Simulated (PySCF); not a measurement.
Electron correlation in S (sulfur, neutral)

[Ne] 3s2 3p4, high-spin 3P determinant. Calculation: PySCF 2.14, in aug-cc-pwCVQZ; no relativity, point nucleus. Frozen: [Ne]; 6 electrons correlated.

MP2 pair energies summed by pair of shells (mhartree):

```json
{"pair": "3s-3p", "energy": "-60.52", "share (%)": "46.5"}
{"pair": "3p-3p", "energy": "-58.58", "share (%)": "45.0"}
{"pair": "3s-3s", "energy": "-11.02", "share (%)": "8.5"}
```

Total MP2 correlation energy: -130.11 mhartree.

Same-spin part -28.76 and opposite-spin part -101.35 mhartree; SCS-MP2 scales them by 1/3 and 6/5 to -131.21 mhartree.
